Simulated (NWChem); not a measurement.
System: CHAuO2; SMILES [O+]#[C-]->[Au][OH]

The following NWChem deck was run.

```
start job
memory heap 200 mb stack 900 mb global 1100 mb
geometry units angstroms noautosym nocenter noautoz
  Au    -0.015687     0.198860     0.000000
  O     -0.071945     2.142937     0.000000
  H      0.829337     2.519165     0.000000
  O      0.032539    -2.829750     0.000000
  C     -0.019173    -1.678256     0.000000
end
basis spherical
  Au library def2-svpd
  O library def2-svpd
  H library def2-svpd
  C library def2-svpd
end
ecp
  Au library def2-ecp
end
dft
  xc hfexch
  iterations 150
end
property
  response 1 0.0
end
task dft property
```

Excerpt of the output:

```
             Northwest Computational Chemistry Package (NWChem) 7.3.0
             --------------------------------------------------------

                             Geometry "geometry" -> ""
                             -------------------------

 Output coordinates in angstroms (scale by  1.889725989 to convert to a.u.)

  No.       Tag          Charge          X              Y              Z
 ---- ---------------- ---------- -------------- -------------- --------------
    1 Au                  79.0000    -0.01568700     0.19886000     0.00000000
    2 O                    8.0000    -0.07194500     2.14293700     0.00000000
    3 H                    1.0000     0.82933700     2.51916500     0.00000000
    4 O                    8.0000     0.03253900    -2.82975000     0.00000000
    5 C                    6.0000    -0.01917300    -1.67825600     0.00000000

 Effective nuclear repulsion energy (a.u.)     474.2766176470

                                 NWChem DFT Module
                                 -----------------

 Summary of "ao basis" -> "ao basis" (spherical)
 ------------------------------------------------------------------------------
       Tag                 Description            Shells   Functions and Types
 ---------------- ------------------------------  ------  ---------------------
 Au                        def2-svpd                13       35   6s4p2d1f
 O                         def2-svpd                 9       23   4s3p2d
 H                         def2-svpd                 4        8   2s2p
 C                         def2-svpd                 8       20   4s2p2d

            General Information
            -------------------
          SCF calculation type: DFT
          Wavefunction type:  closed shell.
          No. of atoms     :     5
          No. of electrons :    42
           Alpha electrons :    21
            Beta electrons :    21
          Charge           :     0
          Spin multiplicity:     1
          Use of symmetry is: off; symmetry adaption is: off
          Maximum number of iterations: 150
          AO basis - number of functions:   109
                     number of shells:    43
          Convergence on energy requested:  1.00D-06
          Convergence on density requested:  1.00D-05
          Convergence on gradient requested:  5.00D-04

              XC Information
              --------------
                     Hartree-Fock (Exact) Exchange  1.000

      Superposition of Atomic Density Guess
      -------------------------------------

 Sum of atomic energies:        -339.95726704

      Non-variational initial energy
      ------------------------------

 Total energy =    -323.104030
 1-e energy   =    -783.135663
 2-e energy   =     314.559135
 HOMO         =      -0.419103
 LUMO         =      -0.016585

   convergence    iter        energy       DeltaE   RMS-Dens  Diis-err
 ---------------- ----- ----------------- --------- --------- ---------
 d= 0,ls=0.0,diis     1   -322.6555309413 -4.68D+02  1.82D-02  1.39D+00
 d= 0,ls=0.0,diis     2   -322.7049710055 -4.94D-02  8.90D-03  1.24D+00
 d= 0,ls=0.0,diis     3   -322.8224570986 -1.17D-01  1.40D-03  8.49D-03
 d= 0,ls=0.0,diis     4   -322.8240124089 -1.56D-03  4.52D-04  6.27D-04
 d= 0,ls=0.0,diis     5   -322.8241631393 -1.51D-04  1.50D-04  4.13D-05
  Resetting Diis
 d= 0,ls=0.0,diis     6   -322.8241737485 -1.06D-05  4.31D-05  1.35D-05
 d= 0,ls=0.0,diis     7   -322.8241756870 -1.94D-06  1.65D-05  6.77D-07
 d= 0,ls=0.0,diis     8   -322.8241758377 -1.51D-07  5.42D-06  3.69D-07

         Total DFT energy =     -322.824175837693
      One electron energy =     -785.038637137462
           Coulomb energy =      350.499801595175
    Exchange-Corr. energy =      -33.757838777260
 Nuclear repulsion energy =      145.472498481854

 Numeric. integr. density =        0.000000000000

                       DFT Final Molecular Orbital Analysis
                       ------------------------------------

 Vector   19  Occ=2.000000D+00  E=-4.765941D-01
              MO Center= -1.5D-01,  9.4D-01,  4.5D-15, r^2= 2.6D+00
   Bfn.  Coefficient  Atom+Function         Bfn.  Coefficient  Atom+Function
  ----- ------------  ---------------      ----- ------------  ---------------
    19      0.440483  1 Au d -2              23      0.336581  1 Au d  2
    40     -0.330356  2 O  px                93     -0.254512  5 C  s
    43     -0.222682  2 O  px                41      0.209900  2 O  py
    21      0.191290  1 Au d  0              44      0.177604  2 O  py
    39      0.161082  2 O  s                  5      0.156900  1 Au s

 Vector   20  Occ=2.000000D+00  E=-4.177831D-01
              MO Center= -3.3D-02,  1.6D+00, -1.4D-15, r^2= 2.0D+00
   Bfn.  Coefficient  Atom+Function         Bfn.  Coefficient  Atom+Function
  ----- ------------  ---------------      ----- ------------  ---------------
    42      0.552034  2 O  pz                45      0.431317  2 O  pz
    20     -0.400673  1 Au d -1              48      0.105061  2 O  pz
    73     -0.090607  4 O  pz                25     -0.082087  1 Au d -1
    76     -0.074321  4 O  pz                 9     -0.073552  1 Au pz
    99      0.060623  5 C  pz                96      0.045622  5 C  pz

 Vector   21  Occ=2.000000D+00  E=-4.106020D-01
              MO Center=  3.4D-02,  8.4D-01,  2.6D-16, r^2= 2.2D+00
   Bfn.  Coefficient  Atom+Function         Bfn.  Coefficient  Atom+Function
  ----- ------------  ---------------      ----- ------------  ---------------
     5      0.503509  1 Au s                 23      0.446399  1 Au d  2
     3     -0.366270  1 Au s                 41     -0.317458  2 O  py
    21      0.266445  1 Au d  0              44     -0.261905  2 O  py
     2      0.240038  1 Au s                  6      0.194196  1 Au s
    40      0.141314  2 O  px                 4     -0.122134  1 Au s

 Vector   22  Occ=0.000000D+00  E= 4.173853D-02
              MO Center=  5.6D-02, -8.3D-01,  3.5D-15, r^2= 4.8D+00
   Bfn.  Coefficient  Atom+Function         Bfn.  Coefficient  Atom+Function
  ----- ------------  ---------------      ----- ------------  ---------------
    13      0.750834  1 Au px                94      0.301388  5 C  px
    97      0.291053  5 C  px                71     -0.254457  4 O  px
    19      0.245808  1 Au d -2              74     -0.237865  4 O  px
    93     -0.232530  5 C  s                  6      0.191242  1 Au s
     7     -0.165965  1 Au px                46     -0.164445  2 O  px

 Vector   23  Occ=0.000000D+00  E= 4.646826D-02
              MO Center= -1.3D-02, -8.6D-01,  5.4D-14, r^2= 4.7D+00
   Bfn.  Coefficient  Atom+Function         Bfn.  Coefficient  Atom+Function
  ----- ------------  ---------------      ----- ------------  ---------------
    15      0.731634  1 Au pz                96      0.309645  5 C  pz
    99      0.297768  5 C  pz                20      0.270815  1 Au d -1
    73     -0.259281  4 O  pz                76     -0.237329  4 O  pz
    48     -0.203236  2 O  pz                 9     -0.159447  1 Au pz
   106      0.153168  5 C  d -1              18     -0.113081  1 Au pz

 Vector   24  Occ=0.000000D+00  E= 9.625062D-02
              MO Center=  2.7D-01,  1.8D+00, -6.6D-13, r^2= 8.9D+00
   Bfn.  Coefficient  Atom+Function         Bfn.  Coefficient  Atom+Function
  ----- ------------  ---------------      ----- ------------  ---------------
     6      3.208505  1 Au s                 39     -2.746602  2 O  s
    14      1.710082  1 Au py                47      1.489450  2 O  py
    93     -1.140358  5 C  s                 70      1.110780  4 O  s
     5      0.687754  1 Au s                 92     -0.669848  5 C  s
    78      0.452803  4 O  py                28     -0.327005  1 Au d  2

     Multipole analysis of the density
     ---------------------------------

     L   x y z        total         alpha         beta         nuclear
     -   - - -        -----         -----         ----         -------
     0   0 0 0      0.000000    -21.000000    -21.000000     42.000000

     1   1 0 0      0.497379      0.153260      0.153260      0.190859
     1   0 1 0     -1.385335      8.062939      8.062939    -17.511212
     1   0 0 1      0.000000      0.000000      0.000000      0.000000

     2   2 0 0    -27.892478    -15.275675    -15.275675      2.658872
     2   1 1 0      3.204918      1.150679      1.150679      0.903559
     2   1 0 1     -0.000000     -0.000000     -0.000000      0.000000
     2   0 2 0    -35.155020   -240.401432   -240.401432    445.647845
     2   0 1 1     -0.000000     -0.000000     -0.000000      0.000000
     2   0 0 2    -29.419824    -14.709912    -14.709912      0.000000

 *** CALLING NEW AORESP DRIVER FOR CLOSED AND OPEN SHELLS ***
 Entering AOResponse driver routine

--------------------------------------------------------------------------------

          -----------------------------------------------
          Solving response equations for perturbing field
          -----------------------------------------------

 number of frequencies:     1
 frequency in a.u.:  0.0000000E+00
 Perturbing field: electric
 Using El. Dipole Length Gauge

 Setting up CPKS with frequency omega =      0.00000000 a.u.

 STATIC response

                                NWChem CPHF Module
                                ------------------

  scftype          =     RHF
  nclosed          =       21
  nopen            =        0
  variables        =     1848
  # of vectors     =        3
  tolerance        = 0.10D-03
  level shift      = 0.00D+00
  max iterations   =       50
  max subspace     =       30

 SCF residual:    3.1159438618538819E-004

Iterative solution of linear equations
  No. of variables     1848
  No. of equations        3
  Maximum subspace       30
        Iterations       50
       Convergence  1.0D-04

   iter   nsub   residual    time
   ----  ------  --------  ---------
     1      3    3.05D+00      21.8
     2      6    1.20D+00      29.9
     3      9    2.16D-01      38.1
     4     12    1.23D-01      46.4
     5     15    3.02D-02      54.6
     6     18    1.49D-02      62.8
     7     21    2.52D-03      71.0
     8     24    9.14D-04      79.0
     9     27    2.58D-04      87.2
    10     30    9.55D-05      95.4

 Electric Dipole Response Matrix (nonzero elements):

              1        2        3
    1   35.9956   0.4526   0.0000
    2    0.4526  62.9329  -0.0000
    3   -0.0000  -0.0000  35.1010

 ------------------------------------------
 average:        44.67649 + I       0.00000

 DFT Linear Response polarizability / au
 Frequency  =       0.0000000 / au
              X              Y              Z
 -----------------------------------------------
 X      35.9955599      0.4526429      0.0000000
 Y       0.4526345     62.9329244     -0.0000000
 Z      -0.0000000     -0.0000000     35.1009728
 -----------------------------------------------
 Eigenvalues =      35.9879561     62.9405283     35.1009728
 Isotropic   =      44.6764857
 Anisotropic =      27.4068307
 -----------------------------------------------

 Magnetic Dipole Response Matrix (nonzero elements):

 Exiting AOResponse driver routine
```

Level: Hartree-Fock/def2-SVPD with def2 effective core potentials on Au. Structure relaxed at the PBE-D3(BJ)/def2-SVP level. def2 effective core potentials on Au; no spin-orbit coupling.
